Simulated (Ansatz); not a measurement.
The cluster CuAg2⁺. The state is a triplet with charge 1. Geometry PBE-D4/def2-TZVP, that of the neutral doublet; atoms count from 1.

```xyz
3

Ag   -0.139    2.137   -0.453
Ag   -0.616   -2.094    0.168
Cu    0.755   -0.043    0.284
```

In the def2 sets Ag takes a core potential; there is no spin–orbit coupling. At PBE0-D4/def2-TZVP a singlet of charge 1 lies 1.11 eV below the triplet at the same geometry. The structure comes from a short search, and lower isomers may exist.

Estimate the Mulliken populations from the PBE0/def2-TZVP orbitals of Ansatz.


```tsv
atom	charge (e)	spin (α − β)	d electrons
Ag1	0.31	0.73	9.93
Ag2	0.31	0.73	9.93
Cu3	0.38	0.54	9.95
```
Mulliken values depend strongly on the basis.

Where does the spin sit?

Summed by element: Ag 1.46, Cu 0.54, of 2 unpaired in all. Largest on single atoms: Ag1 0.73, Ag2 0.73, Cu3 0.54.

And the Mayer bond orders between heavy atoms (over 0.3)?

Ag1–Cu3 0.50 (2.47 Å); Ag2–Cu3 0.50 (2.47 Å).
